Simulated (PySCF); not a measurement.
Isomers of C7H12O4, mass 160.074 u with the commonest isotopes. Method used: PBE0/pcSseg-1 in PySCF (dipole) on a GFN2-xTB geometry, gas phase. One conformer each, none proved a minimum here; rigid rotors.

Problem. Order these by rotational constant A, largest first.
A. `[CH3:1][CH:2]([CH3:3])[O:4][C:5](=[O:6])[C@H:7]([CH3:8])[O:9][CH:10]=[O:11]` with C1–C2–O4–C5 -86°, C2–O4–C5–O6 2°, O4–C5–C7–C8 -93°, C5–C7–O9–C10 -56°, C7–O9–C10–O11 -3°
B. `[CH3:1][CH2:2][CH2:3][CH2:4][O:5][C:6](=[O:7])[C:8](=[O:9])[O:10][CH3:11]` with C1–C2–C3–C4 -179°, C2–C3–C4–O5 -67°, C3–C4–O5–C6 109°, C4–O5–C6–O7 1°, O5–C6–C8–O9 -15°
C. `[CH3:1][CH2:2][CH2:3][O:4][C:5](=[O:6])[C@@H:7]([CH3:8])[O:9][CH:10]=[O:11]` with C1–C2–C3–O4 68°, C2–C3–O4–C5 -108°, C3–O4–C5–O6 -4°, O4–C5–C7–C8 86°, C5–C7–O9–C10 61°
D. `[CH3:1][CH2:2][CH2:3][O:4][C:5](=[O:6])[C:7](=[O:8])[O:9][CH2:10][CH3:11]` with C1–C2–C3–O4 179°, C2–C3–O4–C5 -170°, C3–O4–C5–O6 -1°, O4–C5–C7–O8 -19°, C5–C7–O9–C10 179°
E. `[CH3:1][CH2:2][O:3][C:4](=[O:5])[C:6](=[O:7])[O:8][CH:9]([CH3:10])[CH3:11]` with C1–C2–O3–C4 89°, C2–O3–C4–O5 1°, O3–C4–C6–O7 -51°, C4–C6–O8–C9 178°, C6–O8–C9–C10 157°
F. `[CH3:1][O:2][C:3](=[O:4])[C:5](=[O:6])[O:7][CH2:8][CH:9]([CH3:10])[CH3:11]` with C1–O2–C3–O4 -1°, O2–C3–C5–O6 -22°, C3–C5–O7–C8 -179°, C5–O7–C8–C9 107°, O7–C8–C9–C10 -62°

Solution. D (3321 MHz), E (2414 MHz), F (2182 MHz), B (2023 MHz), A (1821 MHz), C (1656 MHz).

Problem. Order these by dipole moment, smallest first.
A. `[CH3:1][CH2:2][O:3][C:4](=[O:5])[C:6](=[O:7])[O:8][CH:9]([CH3:10])[CH3:11]` with C1–C2–O3–C4 89°, C2–O3–C4–O5 1°, O3–C4–C6–O7 -51°, C4–C6–O8–C9 178°, C6–O8–C9–C10 157°
B. `[CH3:1][O:2][C:3](=[O:4])[C:5](=[O:6])[O:7][CH2:8][CH:9]([CH3:10])[CH3:11]` with C1–O2–C3–O4 -1°, O2–C3–C5–O6 -22°, C3–C5–O7–C8 -179°, C5–O7–C8–C9 107°, O7–C8–C9–C10 -62°
C. `[CH3:1][CH2:2][CH2:3][O:4][C:5](=[O:6])[C:7](=[O:8])[O:9][CH2:10][CH3:11]` with C1–C2–C3–O4 179°, C2–C3–O4–C5 -170°, C3–O4–C5–O6 -1°, O4–C5–C7–O8 -19°, C5–C7–O9–C10 179°
D. `[CH3:1][CH2:2][CH2:3][O:4][C:5](=[O:6])[C@@H:7]([CH3:8])[O:9][CH:10]=[O:11]` with C1–C2–C3–O4 68°, C2–C3–O4–C5 -108°, C3–O4–C5–O6 -4°, O4–C5–C7–C8 86°, C5–C7–O9–C10 61°
E. `[CH3:1][CH:2]([CH3:3])[O:4][C:5](=[O:6])[C@H:7]([CH3:8])[O:9][CH:10]=[O:11]` with C1–C2–O4–C5 -86°, C2–O4–C5–O6 2°, O4–C5–C7–C8 -93°, C5–C7–O9–C10 -56°, C7–O9–C10–O11 -3°

Solution. C (0.84 D), B (1.08 D), A (1.87 D), D (2.36 D), E (2.51 D).

Problem. Order these by rotational constant B, largest first.
A. `[CH3:1][CH2:2][CH2:3][O:4][C:5](=[O:6])[C:7](=[O:8])[O:9][CH2:10][CH3:11]` with C1–C2–C3–O4 179°, C2–C3–O4–C5 -170°, C3–O4–C5–O6 -1°, O4–C5–C7–O8 -19°, C5–C7–O9–C10 179°
B. `[CH3:1][O:2][C:3](=[O:4])[C:5](=[O:6])[O:7][CH2:8][CH:9]([CH3:10])[CH3:11]` with C1–O2–C3–O4 -1°, O2–C3–C5–O6 -22°, C3–C5–O7–C8 -179°, C5–O7–C8–C9 107°, O7–C8–C9–C10 -62°
C. `[CH3:1][CH2:2][O:3][C:4](=[O:5])[C:6](=[O:7])[O:8][CH:9]([CH3:10])[CH3:11]` with C1–C2–O3–C4 89°, C2–O3–C4–O5 1°, O3–C4–C6–O7 -51°, C4–C6–O8–C9 178°, C6–O8–C9–C10 157°
D. `[CH3:1][CH:2]([CH3:3])[O:4][C:5](=[O:6])[C@H:7]([CH3:8])[O:9][CH:10]=[O:11]` with C1–C2–O4–C5 -86°, C2–O4–C5–O6 2°, O4–C5–C7–C8 -93°, C5–C7–O9–C10 -56°, C7–O9–C10–O11 -3°
E. `[CH3:1][CH2:2][CH2:3][O:4][C:5](=[O:6])[C@@H:7]([CH3:8])[O:9][CH:10]=[O:11]` with C1–C2–C3–O4 68°, C2–C3–O4–C5 -108°, C3–O4–C5–O6 -4°, O4–C5–C7–C8 86°, C5–C7–O9–C10 61°

Solution. E (811.2 MHz), D (707.7 MHz), B (561.4 MHz), C (513.4 MHz), A (414.2 MHz).

```csv
SMILES,point group,Ia (u·Å²),Ib (u·Å²),Ic (u·Å²),κ,μa (D),μb (D),μc (D)
CCCOC(=O)C(=O)OCC,C1,152.19,1220.10,1303.28,-0.98,0.11,0.43,0.71
CCCOC(=O)[C@@H](C)OC=O,C1,305.15,622.98,808.45,-0.64,0.15,1.99,1.25
CCOC(=O)C(=O)OC(C)C,C1,209.36,984.32,1041.08,-0.97,0.04,1.61,0.96
CCCCOC(=O)C(=O)OC,C1,249.82,995.66,1056.93,-0.96,0.48,0.66,0.28
CC(C)OC(=O)[C@H](C)OC=O,C1,277.59,714.14,835.23,-0.83,0.90,1.77,1.53
COC(=O)C(=O)OCC(C)C,C1,231.57,900.26,948.68,-0.97,0.44,0.11,0.98
```
